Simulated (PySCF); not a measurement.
Isomers of C4H12N2Si3, one GFN2-xTB conformer each. Single-point energies are computed at PBE0/pcSseg-1 (PySCF, gas phase, no added dispersion term), electronic only.

```json
{"SMILES": "N#C[Si]1(N([SiH3])[SiH3])CCC1", "GFN2-xTB relative energy (kJ/mol)": "51.4"}
{"SMILES": "N#C[C@H]1C[Si@@H](N([SiH3])[SiH3])C1", "GFN2-xTB relative energy (kJ/mol)": "0.0"}
{"SMILES": "N#CCC[SiH2]N1[SiH2]C[SiH2]1", "GFN2-xTB relative energy (kJ/mol)": "14.8"}
{"SMILES": "C[Si@@H]1[C@H](CC#N)[SiH2]N1[SiH3]", "GFN2-xTB relative energy (kJ/mol)": "10.0"}
```

Conformers: `[N:1]#[C:2][Si:3]1([N:4]([SiH3:5])[SiH3:6])[CH2:7][CH2:8][CH2:9]1` with C2–Si3–N4–Si5 82°, C2–Si3–C7–C8 -98°, Si3–C7–C8–C9 -14°, C7–C8–C9–Si3 14°, C2–Si3–C9–C8 98°; `[N:1]#[C:2][C@H:3]1[CH2:4][Si@@H:5]([N:6]([SiH3:7])[SiH3:8])[CH2:9]1` with C4–Si5–N6–Si7 -51°, C2–C3–C4–Si5 136°, C3–C4–Si5–N6 -128°, C4–Si5–C9–C3 12°, C2–C3–C9–Si5 -136°; `[N:1]#[C:2][CH2:3][CH2:4][SiH2:5][N:6]1[SiH2:7][CH2:8][SiH2:9]1` with C2–C3–C4–Si5 178°, C3–C4–Si5–N6 179°, C4–Si5–N6–Si7 -8°; `[CH3:1][Si@@H:2]1[C@H:3]([CH2:4][C:5]#[N:6])[SiH2:7][N:8]1[SiH3:9]` with Si2–C3–C4–C5 66°.

Problem. What does PBE0/pcSseg-1 give for the same structures?

Solution. 
| SMILES | PBE0/pcSseg-1 E (Eh) | PBE0/pcSseg-1 (kJ/mol) | GFN2-xTB (kJ/mol) | point group |
| --- | --- | --- | --- | --- |
| C[Si@@H]1[C@H](CC#N)[SiH2]N1[SiH3] | -1136.93077 | 0.0 | 10.0 | C1 |
| N#CCC[SiH2]N1[SiH2]C[SiH2]1 | -1136.92988 | 2.3 | 14.8 | near Cs |
| N#C[Si]1(N([SiH3])[SiH3])CCC1 | -1136.91591 | 39.0 | 51.4 | Cs |
| N#C[C@H]1C[Si@@H](N([SiH3])[SiH3])C1 | -1136.89950 | 82.1 | 0.0 | near Cs |

GFN2-xTB puts N#C[C@H]1C[Si@@H](N([SiH3])[SiH3])C1 lowest instead; measured from each level's own lowest isomer, the values differ by up to 82.1 kJ/mol (N#C[C@H]1C[Si@@H](N([SiH3])[SiH3])C1: 0.0 against 82.1). Neighbours under 10 kJ/mol apart (C[Si@@H]1[C@H](CC#N)[SiH2]N1[SiH3] and N#CCC[SiH2]N1[SiH2]C[SiH2]1) can change places with a better method, another conformer or zero-point energy.

Problem. Which frontier levels, dipoles and rotational constants go with these structures?

Solution. 
| SMILES | HOMO (eV, PBE0/pcSseg-1) | LUMO (eV) | dipole (D) | A, B, C (MHz) |
| --- | --- | --- | --- | --- |
| C[Si@@H]1[C@H](CC#N)[SiH2]N1[SiH3] | -7.50 | -0.66 | 3.20 | 1892, 627.7, 509.1 |
| N#CCC[SiH2]N1[SiH2]C[SiH2]1 | -7.54 | -0.69 | 4.46 | 2551, 405.7, 357.1 |
| N#C[Si]1(N([SiH3])[SiH3])CCC1 | -7.96 | -0.66 | 3.90 | 1181, 720.8, 693.7 |
| N#C[C@H]1C[Si@@H](N([SiH3])[SiH3])C1 | -7.74 | -0.33 | 4.34 | 1727, 536.1, 484.2 |
